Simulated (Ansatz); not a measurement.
F3H2NSi, SMILES `N[Si](F)(F)F` at its PBE0-D4/def2-TZVP geometry, where that method's forces vanish. The species carries charge 0 and has multiplicity 1.

```xyz
7

N     0.0416   -1.0487    0.0714
Si   -0.0627    0.6128   -0.0851
F     0.8221    1.4555    0.9141
F    -1.5466    1.0742    0.1663
F     0.4023    1.0357   -1.5284
H    -0.4579   -1.5525    0.7834
H     0.8011   -1.5770   -0.3216
```

What forces (eV/Å) does ωB97M-V/def2-TZVPP give on these atoms in Ansatz? (An estimate is asked.)

The calculation gave: 
```
N1   0.015 -0.078  0.019
Si2  0.008 -0.080  0.011
F3   0.097  0.077  0.110
F4  -0.168  0.047  0.027
F5   0.051  0.043 -0.164
H6   0.018 -0.005 -0.019
H7  -0.021 -0.004  0.015
```
